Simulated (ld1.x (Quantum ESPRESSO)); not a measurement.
**Ranking TM potentials for palladium**

All share these settings but for the change named:

- Element: Pd
- Generator: ld1.x (Quantum ESPRESSO) 7.5
- Type: norm-conserving Troullier–Martins (Kleinman–Bylander form)
- Functional: PBEsol
- Relativity: scalar-relativistic
- Frozen core: [Ar] 3d10
- Valence charge: 18
- Reference configuration: 4s2 4p6 4d10 5s0
- Partial waves: 4s (bound): rc 1.60 bohr; 4p (bound): rc 1.70 bohr; 4d (bound): rc 1.40 bohr
- Local potential: all-electron potential smoothed inside 1.70 bohr (lloc = -1)
- Core correction: Bessel-smoothed model core, default radius (core density twice the valence density)

Test errors are all-electron minus pseudo excitation energies from the reference, over 4s2 4p6 4d9 5s0; 4s2 4p6 4d8 5s0; 4s2 4p6 4d7 5s0; 4s2 4p6 4d9.5 5s0; 4s1 4p6 4d10 5s0; 4s2 4p6 4d9 5s1; 4s2 4p6 4d8 5s1. None of these files shows a bound ghost.

The base gives 1124.5 meV.

Of 5 variants that were run, those that failed, showed a ghost or another fault, or gave nearly equal values are left out.

Task: Rank these variants by their largest absolute test error, smallest first.
A. all radii but the core radius scaled by about 0.75 (s 1.20, p 1.28, d 1.06 bohr); local potential all-electron potential smoothed inside 1.28 bohr (lloc = -1)
B. all radii but the core radius scaled by about 1.36 (s 2.18, p 2.32, d 1.90 bohr); local potential all-electron potential smoothed inside 2.32 bohr (lloc = -1)
C. all radii but the core radius scaled by about 1.15 (s 1.84, p 1.96, d 1.62 bohr); local potential all-electron potential smoothed inside 1.96 bohr (lloc = -1)
D. all radii but the core radius scaled by about 0.91 (s 1.46, p 1.54, d 1.28 bohr); local potential all-electron potential smoothed inside 1.54 bohr (lloc = -1)
E. all radii but the core radius scaled by about 1.26 (s 2.02, p 2.14, d 1.76 bohr); local potential all-electron potential smoothed inside 2.14 bohr (lloc = -1)

Result: D (223.4 meV), A (282.1 meV), E (638.8 meV), B (768.0 meV), C (2011.4 meV).
